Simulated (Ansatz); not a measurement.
A run for Ansatz (a quantum-chemistry and plane-wave program): R-PBE/def2-TZVPPD on CH2OSe (a complex), monomers drawn apart or pushed together. Files ending in .json are basis or fitting sets from the Basis Set Exchange.

Ansatz 0.2 input:
```yaml
crystal:
  periodic: [false, false, false]
  atoms:
    - {symbol: C, position_ang: [0.63947630, 0.12382111, 0.21118088]}
    - {symbol: O, position_ang: [-0.32863329, 0.25683449, -0.34630877]}
    - {symbol: Se, position_ang: [-0.10565097, -0.40650303, 4.38463577]}
    - {symbol: H, position_ang: [0.91121978, 0.62237108, 4.12290124]}
    - {symbol: H, position_ang: [0.77158027, -1.45279637, 3.83977799]}
basis:
  gaussian:
    orbitals: def2-TZVPPD.json
hamiltonian:
  xc: {name: PBE}
scf: {lower_state_search: off}
```

The head of its log:

```
WARN ansatz: RAYON_NUM_THREADS=1 ignored (pool sized by the plan → 1); use --threads N
Functional definition: PBE
these checks for a lower state are left out or cut short: stability, starts, cluster_reference, orbital_swaps, neighbouring_geometries, increment
integrals: 0.07 GiB planned
899 factors; their error is unknown
mean field: 0.50 GiB planned
mean field evaluation 1: about -68450.8333 eV, gradient 4.0e1 eV
mean field evaluation 2: about -68442.4477 eV, gradient 8.0e1 eV
```

### Question
What total energy does the run end on?

### Answer
-2515.6201 hartree.
